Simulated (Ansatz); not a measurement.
One change: `OC[SiH](O)[SiH3]` becomes `O[SiH](F)[SiH3]`.

Ansatz, PBE0-D4/def2-TZVP geometries, multiplicity 1. Each molecule was computed in one conformer, which needn't be the lowest.

```tsv
property	`OC[SiH](O)[SiH3]`
size of the dipole moment (ωB97M-V/def2-TZVPP) / D	2.24
HOMO–LUMO gap (B3LYP/def2-TZVPP) / eV	6.37
HOMO–LUMO gap (ωB97M-V/def2-TZVPP) / eV	10.71
HOMO–LUMO gap (PBE0/def2-TZVPP) / eV	6.80
HOMO energy (PBE0/def2-TZVPP) / eV	-7.37
LUMO energy (PBE0/def2-TZVPP) / eV	-0.57
```

(1) Give the same properties after the change, and the shifts. (Best estimate.)

Answers

(1) The calculation gave: 
```tsv
property	`O[SiH](F)[SiH3]`	shift
size of the dipole moment (ωB97M-V/def2-TZVPP) / D	1.44	-0.80
HOMO–LUMO gap (B3LYP/def2-TZVPP) / eV	7.64	1.27
HOMO–LUMO gap (ωB97M-V/def2-TZVPP) / eV	11.81	1.10
HOMO–LUMO gap (PBE0/def2-TZVPP) / eV	8.05	1.25
HOMO energy (PBE0/def2-TZVPP) / eV	-8.30	-0.93
LUMO energy (PBE0/def2-TZVPP) / eV	-0.25	0.32
```

With PBE0 the HOMO falls by 0.93 eV and the LUMO rises by 0.32 eV, so the gap widens by about 1.25 eV. PBE moves the HOMO by -1.13 eV and ωB97M-V by -0.77 eV. Dipoles are sizes alone; their direction can turn.

B3LYP here is the variant with VWN-RPA as its local correlation; programs differ in this.
